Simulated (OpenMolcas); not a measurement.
Re4+: effect of the IPEA shift

| Quantity | Value |
| --- | --- |
| Program | OpenMolcas 26.06 |
| Basis | ANO-RCC-VTZP [8s7p5d3f2g1h] |
| Scalar Hamiltonian | DKH2, point nucleus |
| Active space | 9 electrons in 8 orbitals (RAS1 5p, at most 2 holes; RAS2 5d) |
| State averaging | 2S+1 = 4 even, 10 roots; 2S+1 = 2 even, 40 roots |
| Spin-orbit coupling | state interaction with AMFI integrals over the reference wave functions, term energies averaged over their components |

Methods on the same reference wave functions:
A. RASSCF
B. MS-RASPT2, IPEA 0 Eh, imaginary shift 0.1 Eh (closed shells correlated: 5s)
C. MS-RASPT2, IPEA 0.25 Eh, imaginary shift 0.1 Eh (closed shells correlated: 5s)

Energies in cm⁻¹ above 5d³ ⁴F_3/2, the measured ground level; measured values from the list in Brasseur, Gamrath and Quinet, At. Data Nucl. Data Tables 157, 101636 (2024).

```json
{"Level": "5d³ ⁴F_3/2", "A": "0.0", "B": "0.0", "C": "0.0", "Measured": "0.0"}
{"Level": "5d³ ⁴F_5/2", "A": "4927", "B": "5190", "C": "5120", "Measured": "4853"}
{"Level": "5d³ ⁴F_7/2", "A": "9399", "B": "9470", "C": "9440", "Measured": "8973"}
{"Level": "5d³ ⁴F_9/2 [63 %]", "A": "12936", "B": "12460", "C": "12530", "Measured": "11914"}
{"Level": "5d³ ⁴P_1/2 [60 %]", "A": "16634", "B": "14550", "C": "14950", "Measured": "14325"}
{"Level": "5d³ ²G_7/2", "A": "21798", "B": "19760", "C": "20110", "Measured": "19013"}
{"Level": "5d³ ²H_9/2 [55 %]", "A": "22858", "B": "20970", "C": "21090", "Measured": ""}
{"Level": "5d³ ⁴P_5/2", "A": "23017", "B": "21950", "C": "22070", "Measured": "20922"}
{"Level": "5d³ ²P_1/2 [60 %]", "A": "27467", "B": "24140", "C": "24730", "Measured": "23669"}
{"Level": "5d³ ²H_11/2", "A": "31149", "B": "28390", "C": "28550", "Measured": "27077"}
{"Level": "5d³ ²D_5/2(1)", "A": "32301", "B": "30000", "C": "30610", "Measured": "28739"}
{"Level": "5d³ ²G_9/2 [53 %]", "A": "33989", "B": "31730", "C": "32010", "Measured": ""}
{"Level": "5d³ ²P_3/2 [52 %]", "A": "36818", "B": "33640", "C": "34260", "Measured": ""}
{"Level": "5d³ ²F_5/2", "A": "40195", "B": "35930", "C": "36430", "Measured": "34162"}
{"Level": "5d³ ²F_7/2", "A": "40491", "B": "36250", "C": "36760", "Measured": "34625"}
{"Level": "5d³ ²D_5/2(2)", "A": "58718", "B": "55040", "C": "55210", "Measured": "52467"}
{"Level": "5d³ ²D_3/2(2)", "A": "58785", "B": "54700", "C": "55010", "Measured": ""}
```

Deviations, from unrounded energies. A percentage is the sum of absolute deviations over the sum of measured energies, with the sign that they share, or ± where signs differ.

| Against measurement | Levels | A | B | C |
| --- | --- | --- | --- | --- |
| mean absolute deviation (cm-1) | 12 | 3200 | 1000 | 1300 |
| fine structure of the ground term (%) | 3 | +5.9 | +5.4 | +5.3 |
| other terms of the ground configuration (%) | 9 | +14.4 | +4.3 | +5.7 |

B lies closest to measurement on these levels and A furthest from it. The largest miss of B in the table is 5d³ ²D_5/2(2), by +2600 cm-1. The ranking rests on the paired levels alone, and a cruder setting can come out closer through cancelling errors.

Between B and C the level of the table that moves most is 5d³ ²P_3/2 [52 %], by 620 cm-1 (lowest in B, highest in C). Moves below CASPT2's spread within the term are not significant.

The mean deviations of B to C differ by less than CASPT2's widest spread within a term (690 cm-1), so their order carries little weight.

From A to B the spin-free energies of the other terms of 5d³ shown, above ⁴F, scale by factors of 0.71 to 0.91, as is usual when dynamic correlation screens the repulsion within a d or f shell.

The lowest spin-free term lies below A's lowest term by 0.216 hartree in B, 0.212 hartree in C.

CASPT2 breaks the degeneracy within a term, and the mean is taken; among the terms shown or strongly mixed into the levels shown the widest spread is 690 cm-1 (5d³ ⁴F, C). Active for correlation alone: 5p; no level in the range computed is led by a configuration that opens it, so any true level of that kind is missing. Without dynamic correlation excited terms often stand tens of per cent too high (terms of higher spin than the ground term too low), and those without a measured partner can miss by more than the paired ones (holds for A). The CASPT2 spread within a term exceeds the gap to the next term for 5d³ ²H and 5d³ ²D(1), so the order of their levels is uncertain (holds for B). Computed and measured levels are paired by configuration, term and J; levels that our copy of the source lacks, or whose pairing is in doubt (as where it misses far off the trend of its configuration), stay unpaired and out of the deviations. Levels of configurations outside the active space are missing. The table leaves out levels that lie high or whose names do not pair safely across all columns.

A share in square brackets marks a mixed level and gives the weight of the term that names it, the lowest over the columns. A number in round brackets counts repeated terms of one configuration in the order of the reference energies.
